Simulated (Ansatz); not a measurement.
Saddle point of SiH4Cl3O2F, singlet (SiHCl₃O ([OH][Si]([Cl])([Cl])[Cl]) + H₂O + HF → SiCl₃F ([F][Si]([Cl])([Cl])[Cl]) + H₂O + H₂O (still joined by a long Si–O bond); bonds formed: Si1–F7, O2–H8, H6–O9; bonds broken: H6–F7, H8–O9; bonds weakened to dative contacts: Si1–O2), PBE0-D4/def2-TZVP structure:

Si1  (-0.784, 0.866, -0.265)
O2  (0.272, -0.267, -0.970)
Cl3  (-1.935, 0.943, -2.080)
Cl4  (-0.366, 2.872, -0.211)
Cl5  (-2.299, 0.113, 0.914)
H6  (1.015, -0.339, 1.228)
F7  (0.324, 0.696, 1.186)
H8  (1.121, -1.125, -0.075)
O9  (1.523, -1.262, 0.868)
H10  (-0.006, -0.451, -1.873)
H11  (1.135, -2.044, 1.277)
(Å)

Energies are electronic, without zero-point energy. Barriers and step energies count from the start structure reached by relaxing down the imaginary mode; all methods use the PBE0-D4 structures, on which another method's saddle can fall below an end. Program: Ansatz 0.2.0. Basis: def2-TZVPP, with def2-QZVPP for the basis limit. Cores are frozen in the correlated methods. B3LYP uses VWN-RPA correlation. Extrapolation: Hartree–Fock as exp(−7.88 √X), correlation as X^−2.97.

```
      method  barrier (kJ/mol)  step energy (kJ/mol)
       SPW92              14.0                  12.6
      PBE-D4              60.6                  41.6
     BLYP-D4              76.8                  52.2
   r2SCAN-D4              55.7                  32.2
      B97M-V              69.4                  34.1
     PBE0-D4              64.2                  38.8
    B3LYP-D4                 ?                  48.2
  r2SCAN0-D4                 ?                  32.2
    BHLYP-D4              81.2                  44.5
CAM-B3LYP-D4                 ?                  40.8
     wB97X-V              65.7                  36.1
     wB97M-V              61.6                  31.9
      B2PLYP              77.2                  47.0
    PBE-QIDH              65.7                  37.1
  RPA on PBE              74.5                  45.4
          HF             119.3                  61.7
         MP2              69.8                  42.7
        CCSD              80.5                  45.6
     CCSD(T)              73.6                  43.4
```

(1) Fill in the withheld barriers. (To be estimated.)

No T1 diagnostic of these runs exceeds 0.010.

## Answers

(1) By the calculation: r2SCAN0-D4 60.2; B3LYP-D4 77.1; CAM-B3LYP-D4 68.2 kJ/mol. Each is the energy of the saddle less that of the start structure, by the same method.

For comparison, the barrier by CCSD(T) at an estimated basis limit (MP2 extrapolated from triple and quadruple zeta, plus CCSD(T) − MP2 in triple zeta) is 70.0 kJ/mol.

Steps of this kind, hydrogen fluoride cutting a network bond, underlie vapour etching and the fluorination step of atomic layer etching.

Labels in which every atom is bracketed show which atoms are joined, not bond orders.

For scale, one of the runs: CCSD(T)/def2-TZVPP, 317 basis functions, launched by `ansatz run in.yaml --threads 5 --pin off --events-out ev --progress --plain --max-ram 66560MiB --backend cuda --devices 0, --max-vram 37GiB`. Time: 21 s of wall clock on 5 CPU threads of an AMD EPYC 7R13 and a share of one NVIDIA H100; the host was shared. Peak host memory: 0.83 GiB.
